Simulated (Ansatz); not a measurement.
Geometry optimisation, Ansatz, RKS PBE-D4/def2-SVP.

Input file:

```yaml
crystal:
  periodic: [false, false, false]
  atoms:
    - { symbol: Sn, position_ang: [-1.1407, -0.1059, -1.0883] }
    - { symbol: F, position_ang: [0.6267, -1.6051, -1.3165] }
    - { symbol: "N", position_ang: [-0.0079, -0.2654, 0.5679] }
    - { symbol: C, position_ang: [0.7346, 0.7314, 1.2788] }
    - { symbol: H, position_ang: [0.678, -1.108, -0.2166] }
    - { symbol: H, position_ang: [-2.4678, -1.2293, -0.9874] }
    - { symbol: H, position_ang: [-1.2484, 0.6633, -2.7466] }
    - { symbol: H, position_ang: [1.2454, 0.1981, 2.0842] }
    - { symbol: H, position_ang: [0.078, 1.4797, 1.7378] }
    - { symbol: H, position_ang: [1.5021, 1.2412, 0.6866] }
basis:
  gaussian: { orbitals: def2-SVP }
hamiltonian:
  xc: pbe
  dispersion: d4
relax:
  f_tol: 0.15
  max_steps: 25
  restrain:
    - { distance: [4, 1], at: 2.18, k: 30.0 }
    - { distance: [0, 1], at: 1.96, k: 30.0 }
    - { distance: [4, 2], at: 1.02, k: 30.0 }
```

Command:

```bash
$ ansatz run input.yaml --threads 2 --pin off --max-ram 3072MiB --backend cpu --events-out ev --progress --plain --runs-dir out
```

Where does it end, and by what steps?

The forces met the threshold. The restraints hold the end off the free minimum. After 8 steps the energy has fallen by 1.860 eV (the restraints' own energy left out); H7 moved furthest, 0.75 Å. Joined: N3–H5 (1.34 → 1.03 Å).

```tsv
step	energy less start (eV)	largest force component (eV/Å)	accepted
0	0.0000	1.044	yes
1	-0.8198	1.985	yes
2	-1.3720	1.388	yes
3	-1.6638	0.483	yes
4	-1.7603	0.472	yes
5	-1.8334	0.455	yes
6	-1.8472	0.762	yes
7	-1.8547	0.533	yes
8	-1.8599	0.475	yes
```

```xyz
10
Properties=species:S:1:pos:R:3
Sn -0.986 -0.441 -1.149
F 0.269 -1.809 -1.792
N 0.096 -0.442 0.591
C 0.697 0.746 1.184
H 0.798 -1.094 0.215
H -2.548 -1.166 -1.055
H -0.884 0.963 -2.166
H 1.324 0.457 2.057
H -0.101 1.402 1.592
H 1.336 1.384 0.522
```

Run time: 25 s on 2 threads of Intel(R) Xeon(R) Platinum 8259CL CPU @ 2.50GHz (Skylake/Cascade Lake), on a shared host, peak memory 0.17 GiB.
